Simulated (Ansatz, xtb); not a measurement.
Species: sum formula SnOF, charge 0, multiplicity 2. It need not be the lowest isomer of its formula. SMILES: [Sn](=[O])[F]
Structure (B3LYP-D3(BJ)/def2-TZVP (Ansatz, an electronic-structure program) minimum search):
```
Sn
F 1 1.9516
O 1 2.0063 2 96.20
```
Charge 0, spin multiplicity 2.

Harmonic wavenumbers from GFN2-xTB (xtb, at its own minimum), cm⁻¹: 129, 344, 547.

### Question
Give the harmonic wavenumbers at B3LYP-D3(BJ)/def2-TZVP (Ansatz, finite differences of forces, unscaled).

### Answer
142, 530, 575 cm⁻¹. Zero-point energy 1.8 kcal/mol.

### Question
From these and the geometry, give the ideal-gas thermochemistry at 298.15 K and 1 atm (rigid rotor, harmonic oscillator).

### Answer
Point group Cs, rotational symmetry number 1. Rotational constants 10.79, 6.654, 4.116 GHz. S(trans) 41.00, S(rot) 24.50, S(vib) 3.85, S(elec, spin only) 1.38, S 70.7 cal/(mol K). H(298) - H(0) 3.02 kcal/mol; G - E(el) -16.3 kcal/mol.
